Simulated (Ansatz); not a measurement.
Spin states of K₃Bi⁺, each relaxed with PBE0-D4/def2-TZVP in Ansatz. Electronic energies in the gas phase.

In the def2 sets Bi takes a core potential; there is no spin–orbit coupling. LC-ωPBE has ω = 0.4 bohr⁻¹. B3LYP takes the VWN-RPA correlation. Correlated methods freeze 19 core orbitals; core or outer-core shells of K, Bi are correlated, in sets that lack core-valence functions. The rows differ in basis, and correlated rows in double-zeta sets carry the largest basis error. The structure comes from a short search, and lower isomers may exist.

Doublet geometry:

Cartesian coordinates in Å:
```
K 0.7164 3.1744 -0.8033
K -3.1453 -1.1435 -0.1860
K 2.4403 -2.0416 0.9851
Bi -0.0113 0.0107 0.0042
```

Quartet geometry (Cs within 0.1 Å):

```xyz
4

K     2.7687   -0.9726    3.3290
K    -1.9680    2.2051   -0.6178
K    -1.2840   -1.4507   -3.7408
Bi    0.4833    0.2182    1.0295
```

⟨S²⟩: doublet 0.76 at PBE0-D4/def2-TZVP (pure 0.75), quartet 3.76 at PBE0-D4/def2-TZVP (pure 3.75).

Only these spin states were relaxed. The quartet has other bonds than the doublet, so the gap mixes isomer and spin.

| level | quartet − doublet (kcal/mol) | lowest of these |
| --- | --- | --- |
| HF/def2-SVP | 10.0 | doublet |
| B3LYP-D4/def2-TZVP | 29.3 | doublet |
| LC-ωPBE/def2-TZVP | 28.8 | doublet |
| ωB97M-V/def2-TZVP | 35.7 | doublet |
| B2PLYP/def2-TZVP | 31.1 | doublet |
| RPA@PBE/def2-TZVP | 26.9 | doublet |
| MP2/def2-TZVP | 30.0 | doublet |
| CCSD/def2-SVP | 23.3 | doublet |
